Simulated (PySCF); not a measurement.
Input of a response calculation (the driver script's job line, then coordinates in Å):

```
{"job": {"kind": "uv", "xc": "wB97X-D", "basis": "def2-SVPD", "nstates": 8, "ntriplets": 3}, "charge": -1, "multiplicity": 1}
C     -1.520014    -0.770347     0.512130
B     -0.397486     0.291361    -0.016309
C     -1.041299     1.688837    -0.321814
N     -1.551631     2.696551    -0.534508
O      0.734844     0.447260     0.982902
C      1.861137     0.063366     0.455385
O      2.936075     0.053411     1.017465
C      1.593197    -0.377718    -0.998811
O      2.420484    -0.796035    -1.781113
O      0.324257    -0.228189    -1.247042
H     -1.073922    -1.740369     0.721811
H     -2.299084    -0.914137    -0.233271
H     -1.990947    -0.413503     1.425446
```

The calculation used PySCF 2.14.0, density-fitted response routines, TDDFT wB97X-D/def2-SVPD, vertical, gas phase, core orbitals frozen in the response. Job line and output are in the format of a driver script around the code.

**Question.** What does the script print for it, SCF cycles aside?

**Answer.** 
```
converged SCF energy = -534.3908642009

Static polarisability (au): isotropic 81.305, principal 71.098 71.408 101.408

Singlet excitations
state   eV       nm        f      main configurations
  1   4.4751    277.1   0.00011   H->L 0.96
  2   5.3853    230.2   0.00000   H-2->L 0.92
  3   6.4862    191.2   0.23477   H-1->L 0.94
  4   6.9726    177.8   0.04104   H-3->L 0.93
  5   7.3810    168.0   0.03709   H->L+1 0.61, H->L+2 0.23
  6   7.5484    164.3   0.00002   H-4->L+3 0.29, H-4->L+5 0.22, H-1->L+3 0.19
  7   7.6052    163.0   0.00006   H-7->L 0.78
  8   7.7282    160.4   0.02231   H-4->L 0.34, H-8->L 0.18, H-11->L 0.15

Triplet excitations (Tamm-Dancoff, eV): 3.9894 5.0118 5.0578
```

Geometry: GFN2-xTB; no solvent, vibrations or thermal averaging.

H and L stand for HOMO and LUMO.

No detachment energy is given for this anion; states above it aren't bound, and a finite basis only mimics them.

Cost: about 2.4 min of CPU time on one thread; the machine was shared, so the figure is rough.

wB97X-D is run here without its empirical dispersion term; that term would change no orbital, density or response property at a fixed geometry.
